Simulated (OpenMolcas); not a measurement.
Tl+: terms and fine structure

```
Program             : OpenMolcas 26.06
Method              : SS-CASPT2, IPEA 0.25 Eh, imaginary shift 0.1 Eh (closed shells correlated: 5d)
Basis               : ANO-RCC-VQZP [9s8p6d4f3g]
Scalar Hamiltonian  : DKH2, point nucleus
Active space        : 2 electrons in 4 orbitals (6s 6p)
State averaging     : 2S+1 = 3 even, 3 roots; 2S+1 = 1 even, 7 roots; 2S+1 = 3 odd, 3 roots; 2S+1 = 1 odd, 3 roots
Spin-orbit coupling : state interaction with AMFI integrals over the reference wave functions, term energies averaged over their components
```

Spin-free terms above the lowest, with the occupations of the reference:

```csv
Configuration,Term,E (cm⁻¹),Occupations
6s²,¹S,0.0,6s 1.94 6p 0.06
6s 6p,³P°,56330,6s 1.00 6p 1.00
6s 6p,¹P°,73200,6s 1.00 6p 1.00
6p²,³P,128780,6p 2.00
6p²,¹D,130410,6p 2.00
6p²,¹S,143230,6s 0.06 6p 1.94
```

With spin-orbit coupling, above the lowest level:

```csv
Configuration,Term,J,E (cm⁻¹),Measured (cm⁻¹),g,Term weight %,Second
6s²,¹S,0,0.0,0.0,,100,
6s 6p,³P°,0,49530,49451,,100,
6s 6p,³P°,1,52300,52394,1.486,97,3 ¹P°
6s 6p,³P°,2,59760,61728,1.501,100,
6s 6p,¹P°,1,73860,75663,1.015,97,3 ³P°
6p²,³P,0,119120,,,88,12 ¹S
6p²,³P,1,125590,,1.501,100,
6p²,¹D,2,126630,,1.208,59,41 ³P
6p²,³P,2,135800,,1.294,59,41 ¹D
6p²,¹S,0,146540,,,88,12 ³P
```

Against the 4 measured excited levels shown (NIST Handbook of Basic Atomic Spectroscopic Data) the mean absolute deviation is 980 cm-1; the largest miss in energy is 6s 6p ³P°₂: computed 59760, measured 61728 cm⁻¹ (-3.2 %).

Spin-orbit coupling puts the lowest level 18.7 cm⁻¹ below the lowest spin-free term.

CASPT2 does not keep the components of a term degenerate, so their means are used; among the terms shown or strongly mixed into the levels shown the widest spread is 920 cm-1 (6p² ¹D). Over all roots computed the reference weight is 0.86 to 0.93; the roots of lowest weight are the least certain, and an intruder state may touch them. The ¹D term of p² mixes with s d, which this space lacks. Spin-orbit splittings of 6p shells tend to come out small when the coupling is added on scalar orbitals. Measured partners are found by configuration, term and J. A level has none where our copy of the source lacks it or the pairing is in doubt (some pairs that miss far off the trend of their configuration count as doubtful), and it then counts in no deviation. Levels of configurations outside the active space are missing.

The term weight is that of the spin-free term in the level, not the purity of its configuration. ° marks odd parity.
